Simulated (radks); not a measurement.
Results of a calculation; reference values are marked as such.
Spherical quantum dot in the effective-mass picture: electrons in a parabolic well V = omega^2 r^2 / 2 with omega = 4.21, all in effective atomic units (hartree* = m*/eps^2 hartree, bohr* = eps/m* bohr), one dielectric constant everywhere. Level of theory: non-relativistic Kohn-Sham, r2SCAN, spin-polarised, spherical densities, generalised Kohn-Sham scheme (a radial shooting solver with Libxc functionals). Levels are named by radial order and angular momentum (1s, 1p, 1d, 2s, ...), and open shells are averaged over m. Results are scaled to m* = 0.618 and eps = 5.6, for which hartree* = 536.2 meV and bohr* = 0.4795 nm.

N = 10, configuration 1s2 1p6 1d(up 2, down 0). This is the lowest configuration that the search found. Occupied and some empty levels:

level    occupation  eigenvalue (meV)  <r> (nm)
1s up             1            9239.4    0.3078
1s down           1            9284.9    0.3045
1p up             3             10952    0.3953
1p down           3             11038    0.3934
1d up             2             12799    0.4621
1d down           0             12908    0.4611
2s up             0             13010    0.4194
2s down           0             13080    0.4204
1f up             0             14746    0.5186
1f down           0             14872    0.5176
2p up             0             15011    0.4822
2p down           0             15100    0.4804

Energy (meV): total 82411.5, kinetic 22756, external 35116, Hartree 29535, exchange-correlation -4995.9.

Electron density:

r (nm)  n(r) (e/nm^3)
0.0372          17.28
0.0786          18.61
0.120           20.47
0.162           22.29
0.203           23.53
0.244           23.72
0.286           22.66
0.327           20.40
0.369           17.24
0.410           13.63
0.452           10.07
0.493           6.941
0.534           4.467
0.576           2.661
0.617           1.484
0.659          0.7645
0.700          0.3692
0.741          0.1662
0.783         0.06898
0.824         0.02692
